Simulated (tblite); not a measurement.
A tight-binding relaxation on `CC(=O)[C@@H]1CC12CCC2`.

Computed with GFN2-xTB geometry optimisation, gas phase (tblite 0.8.0). Start geometry: from a force field or distance geometry. The input is one job of a driver script: a line of settings, then coordinates in Å.

Command:
```bash
OMP_NUM_THREADS=1 python probes_run.py task.json out
```

Input:
```
{"job": {"kind": "relax", "xc": "GFN2-xTB", "basis": "xTB"}, "charge": 0, "multiplicity": 1}
C      3.218400     0.393900     0.599000
C      1.777700     0.685500     0.221200
O      1.425200     1.832200    -0.022400
C      0.801100    -0.457200     0.169700
C      0.075000    -0.518400    -1.160900
C     -0.619300    -0.249500     0.144700
C     -1.753300    -1.078500     0.548700
C     -2.608200     0.081500     0.023400
C     -1.406300     0.957500     0.388500
H      3.823200     1.313500     0.666800
H      3.656600    -0.237300    -0.216100
H      3.270200    -0.207700     1.523500
H      1.302200    -1.425000     0.447800
H     -0.017900    -1.539600    -1.581000
H      0.039400     0.362200    -1.822500
H     -1.993900    -1.233800     1.628200
H     -2.012000    -1.981500    -0.034000
H     -2.646400    -0.023000    -1.077200
H     -3.535200     0.283100     0.566900
H     -1.208500     1.769100    -0.309700
H     -1.597000     1.290000     1.449600
```

Output:
```
step      E/eV     max force
  0    -741.17985    4.107
  1    -741.60224    1.518
  2    -741.73306    1.508
  3    -741.82613    0.581
  4    -741.86802    0.505
  5    -741.91201    0.485
  6    -741.93576    0.425
  7    -741.95238    0.261
  8    -741.96311    0.230
  9    -741.97120    0.238
... (106 lines left out)
116    -742.26153    0.018
117    -742.26161    0.021
118    -742.26169    0.020
119    -742.26176    0.017
120    -742.26180    0.018
121    -742.26184    0.016
122    -742.26188    0.015
123    -742.26193    0.015
124    -742.26197    0.011
125    -742.26199    0.009
```

«max force» is the largest atomic force in eV/Å.

Question: From which step on does the largest force stay under 0.1 eV/Å, and how much energy is left to gain from there?

Answer: From step 76 (0.086 eV/Å), 7.0 meV above the end.

In short: energy lowered by 25.0 kcal/mol over 125 steps; largest atomic force 0.009 eV/Å at the end.

Question: Give the final coordinates.

Answer: 0.745 Å rms from the input after alignment:
```
atom  x, y, z in Å
C1     2.8665    0.4069    1.0481
C2     1.7431    0.6795    0.0737
O3     1.5618    1.7677   -0.4228
C4     0.8810   -0.4878   -0.2055
C5     0.1611   -0.5567   -1.5399
C6    -0.6179   -0.2737   -0.3152
C7    -1.6756   -1.1447    0.3395
C8    -2.4733    0.1293    0.6747
C9    -1.3819    0.9948    0.0181
H10    3.4126    1.3228    1.2572
H11    3.5446   -0.3300    0.6218
H12    2.4621    0.0010    1.9727
H13    1.2023   -1.4230    0.2360
H14    0.0767   -1.5247   -2.0111
H15    0.3437    0.2649   -2.2173
H16   -1.3277   -1.7038    1.2073
H17   -2.1741   -1.8328   -0.3423
H18   -3.4419    0.1885    0.1848
H19   -2.6046    0.3064    1.7395
H20   -1.7045    1.5578   -0.8554
H21   -0.8628    1.6746    0.6904
```

On Intel Xeon 6975P-C, one thread, no GPU, on a shared host, this took 1.0 s wall.
Labels such as C1 count atoms from 1, the log's own numbers from 0.
